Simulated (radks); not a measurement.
The numbers below are computed, except where a source is named.
B+, configuration [He] 2s2. Code: a radial shooting solver on a logarithmic mesh with Libxc functionals. Model: scalar-relativistic Kohn-Sham, LDA (Slater exchange, VWN5 correlation), spin-polarised, spherical densities, point nucleus; hard spherical wall at 5 bohr. Some entries of the table are withheld. Estimate them.

orbital,occ.,eigenvalue (eV),<r^2> (bohr^2),<1/r> (bohr^-1)
1s,2,-191.3763,0.1496,4.619
2s,2,-19.1561,3.603,(1)
2p,0,-13.1072,3.674,(2)
3d,0,3.3000,8.760,0.3846
3s,0,3.3953,(3),0.5437

Answer. 
(1) 2s <1/r> (bohr^-1): 0.8131
(2) 2p <1/r> (bohr^-1): 0.7310
(3) 3s <r^2> (bohr^2): 9.650
